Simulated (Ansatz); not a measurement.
Reaction (atomization): `[CH3][GeH2][I]` → C• + Ge• + 5 H• + I•

Calculated with Ansatz (gas phase, PBE0-D4/def2-TZVP geometries, no zero-point term in ΔE). CCSD(T)/CBS is the MP2 limit (def2-TZVPP, def2-QZVPP) plus CCSD(T) − MP2 in def2-TZVPP, frozen cores. This one scheme is used for every species, atoms too. DFT in def2-TZVPP. B3LYP here is the variant with VWN-RPA as its local correlation; programs differ in this. No spin–orbit coupling; open shells (•) take unrestricted orbitals. Spin–orbit coupling would lower the free atoms: a little for C; clearly for Ge; strongly for I. def2 core potentials past Kr. Bonds to Ge, I are less sure, by a few kJ/mol each and by 10 to 20 or more in all where they break to atoms, as the def2 sets lack core-valence functions. Scalar relativity is left out up to krypton.

(1) What is ΔE at CCSD(T)/CBS? (Best estimate.)

(2) What do these levels give: LDA (SPW92), B97M-V, PBE0-D4, r2SCANh-D4, ωB97X-V, r2SCAN, B3LYP, r2SCAN0, LC-ωPBE, HF/def2-SVP, CCSD/def2-SVP, CCSD(T)/def2-SVP? (An estimate is asked.)

Largest T1 diagnostic among the species: 0.009.

Results:

(1) Ansatz gave: +2468.9 kJ/mol.

(2) The calculation gave: LDA (SPW92) 2755.5, B97M-V 2462.4, PBE0-D4 2444.2, r2SCANh-D4 2449.7, ωB97X-V 2459.4, r2SCAN 2453.7, B3LYP 2411.8, r2SCAN0 2434.8, LC-ωPBE 2419.7, HF/def2-SVP 1842.6, CCSD/def2-SVP 2298.4, CCSD(T)/def2-SVP 2318.1 kJ/mol.

From r2SCAN to r2SCAN0 (25 % exact exchange), in def2-TZVPP and without D4, ΔE moves by −18.9 kJ/mol: exact exchange takes away binding that semilocal exchange gives to molecules. Leaving LDA and LC-ωPBE aside and taking each functional with its dispersion term where it has one, the values, not all of them listed here, spread over 58.4 kJ/mol, from BHLYP-D4 to B97M-V. LDA lies +314.3 kJ/mol from PBE without D4, its usual overbinding.

For atomizations the MP2-based limit and the directly extrapolated one differ by several kJ/mol either way, and by 10 to 25 for some Ge, Se and Sn compounds, so smaller differences from it don't rank the levels.
